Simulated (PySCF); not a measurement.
Start geometry of `O=S(=O)(C=C=CO)C(F)(F)F` from GFN2-xTB (Å):
```
atom  x, y, z in Å
O1     0.078    1.504   -1.215
S2    -0.783    0.366   -1.169
O3    -1.511   -0.020   -2.335
C4     0.063   -1.052   -0.441
C5     1.064   -0.833    0.342
C6     2.040   -0.398    1.096
O7     3.319   -0.208    0.741
C8    -2.075    0.736    0.178
F9    -2.832    1.778   -0.122
F10   -2.853   -0.333    0.353
F11   -1.447    0.973    1.331
H12   -0.371   -1.994   -0.720
H13    1.876   -0.229    2.154
H14    3.432   -0.291   -0.215
```

What comes out of this run: PBE0-D3(BJ)/def2-SVP geometry optimisation, gas phase (PySCF 2.14.0)?

```
atom  x, y, z in Å
O1    -0.0085    1.6036   -1.0261
S2    -0.8437    0.4161   -1.0588
O3    -1.5513   -0.0270   -2.2488
C4     0.0467   -0.9820   -0.3865
C5     1.1283   -0.7604    0.3108
C6     2.1986   -0.4204    0.9991
O7     3.4348   -0.2127    0.5320
C8    -2.1612    0.6798    0.2373
F9    -3.0258    1.5660   -0.2098
F10   -2.7802   -0.4678    0.4715
F11   -1.6161    1.1134    1.3597
H12   -0.3836   -1.9539   -0.6536
H13    2.1265   -0.2951    2.0853
H14    3.4337   -0.2614   -0.4328
```

The energy falls by 13.2 kJ/mol over 15 energy and gradient evaluations, the largest force component goes from 0.0254 to 3.2e-04 Eh/bohr, and the atoms move by 0.154 Å rms after alignment. The bond that changes most is S2–C8 (sulfonyl sulfur to CF3 carbon), which shortens by 0.036 Å. Bonds longer at the end by more than 0.005 Å: 6 of 13; shorter: 5. Among the angles that change most is C4–C5–C6, from 170.3° to 174.8°. Among the dihedrals that turn most is O1–S2–C8–F11, from -57° to -47°. Rotational constants go from 1637, 635.1, 567.9 to 1730, 605.0, 553.7 MHz. The orientation of the end geometry is arbitrary; only internal coordinates are fixed.

The run used 173 basis functions and 110 SCF cycles in all. On an Arm Neoverse N1 with one thread, shared host with 64 logical CPUs at a one-minute load of 21, this took 6.6 min wall and 0.81 GiB of memory at its peak.

No PBE0-D3(BJ)/def2-SVP frequencies stand behind this structure, so it isn't proved a minimum. One conformer, not necessarily the lowest.
